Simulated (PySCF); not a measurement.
C3H5BO3, SMILES OB(O)C1=COC1. Geometry: PBE0-D3(BJ)/def2-SVP. This is a generated structure with no PubChem entry under its InChIKey; it may be hypothetical. One conformer was computed; it need not be the lowest.

### Question
Give the equilibrium geometry at PBE0-D3(BJ)/def2-SVP (PySCF confirms it by a frequency run) as Cartesian coordinates in Å. (The exact figures need the calculation; the answer reports its results.)

### Answer
Several could match; the one computed here: 
```xyz
12

O      2.0117    -0.5270    -0.9641
B      1.2001     0.3198    -0.2678
O      1.7688     1.5012     0.1057
C     -0.2687    -0.0408     0.0738
C     -1.3153     0.5092     0.7348
O     -2.2473    -0.4626     0.5719
C     -1.2291    -1.1894    -0.1694
H      1.5766    -1.3480    -1.2033
H      1.1636     2.0704     0.5856
H     -1.5584     1.4197     1.2923
H     -1.0079    -2.1473     0.3275
H     -1.5613    -1.3600    -1.2056
```
